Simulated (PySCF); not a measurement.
System (SMILES): PP (P2H4).
Geometry (B3LYP-D3(BJ)/def2-TZVP, fixed):
```xyz
6

P     -1.0203    -0.4713    -0.0535
P      1.0203     0.4711     0.0549
H     -1.5176     0.2567     1.0604
H     -1.5148     0.4895    -0.9757
H      1.5219    -0.4987     0.9637
H      1.5105    -0.2449    -1.0699
```

Basis-set convergence of the isotropic shielding of P1 at HF with PySCF. GIAO, no density fitting; atoms are numbered in the order shown. All functions are spherical. No added dispersion term, no relativity. Reference: the value in pcseg-3, 545.33 ppm, itself unsure by roughly 3.09 ppm (its distance from pcSseg-2). Deviations are taken from unrounded values.

```
basis            functions  isotropic shielding of P1 (ppm)
---------------  ---------  -------------------------------
6-31G*                  44                           600.92
6-31+G*                 52                           589.73
def2-SVP                56                           619.79
def2-SVPD               80                           614.82
pcseg-1                 56                           566.17
aug-pcseg-1             90                           563.01
cc-pV(D+d)Z             66                           604.60
aug-cc-pV(D+d)Z        100                           599.53
6-311G**                76                           559.41
6-311+G**               84                           560.45
def2-TZVP               98                           540.03
def2-TZVPD             122                           538.92
pcseg-2                124                           554.40
aug-pcseg-2            192                           554.83
cc-pV(T+d)Z            134                           566.18
aug-cc-pV(T+d)Z        202                           562.11
def2-TZVPP             140                           540.53
def2-TZVPPD            164                           539.65
```

What the diffuse functions change, pair by pair:
- 6-31G* to 6-31+G*: 8 more functions, deviation 55.59 to 44.40 ppm
- def2-SVP to def2-SVPD: 24 more functions, deviation 74.47 to 69.49 ppm
- pcseg-1 to aug-pcseg-1: 34 more functions, deviation 20.84 to 17.68 ppm
- cc-pV(D+d)Z to aug-cc-pV(D+d)Z: 34 more functions, deviation 59.27 to 54.21 ppm
- 6-311G** to 6-311+G**: 8 more functions, deviation 14.08 to 15.12 ppm
- def2-TZVP to def2-TZVPD: 24 more functions, deviation -5.30 to -6.41 ppm
- pcseg-2 to aug-pcseg-2: 68 more functions, deviation 9.07 to 9.50 ppm
- cc-pV(T+d)Z to aug-cc-pV(T+d)Z: 68 more functions, deviation 20.85 to 16.78 ppm
- def2-TZVPP to def2-TZVPPD: 24 more functions, deviation -4.80 to -5.68 ppm

They bring the value nearer the reference by more than 3.09 ppm in 5 of 9 pairs.
